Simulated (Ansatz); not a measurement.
## Worked example: C2H7MgN + C3H5F2 → C2H6MgN + C3H6F2

Species: C2H7MgN `C[N](C)[MgH]`, singlet; C3H5F2 `C[C](F)CF`, doublet; C2H6MgN `C[N](C)[Mg]`, doublet; C3H6F2 `CC(F)CF`, singlet. A radical takes H: the energy is the difference in strength between the Mg–H bond broken and the C–H bond made.

Shapes, held fixed at every level: PBE0-D4/def2-TZVP. Flexible molecules stand in one conformer, not always the lowest. Programs: Ansatz 0.2.0. The zero-point and thermal change to 298 K, harmonic and unscaled (PBE0-D4/def2-TZVP), is +19.1 kJ/mol.

At CCSD(T)/def2-TZVPP; 1 Eh = 2625.50 kJ/mol:

```
species  energy (Eh)
C2H7MgN  -334.739843
 C3H5F2  -316.521919
C2H6MgN  -334.126591
 C3H6F2  -317.187558
```

**Question.** Work out ΔH(298 K) of the reaction at this level.

**Answer.** 
1. Products less reactants: (-334.126591) + (-317.187558) − [(-334.739843) + (-316.521919)] = -0.052387 Eh = -137.5 kJ/mol.
2. With the thermal change: -137.5 + (+19.1) = -118.4 kJ/mol.

Other levels give -122.1 (SPW92/def2-TZVPP) to -101.0 kJ/mol (wB97M-V/def2-TZVPP). No measured value is set beside it here. Open shells run unrestricted. Outer-core shells of Mg are correlated, in sets that cover them unevenly. The median of the other levels is -106.4 kJ/mol.
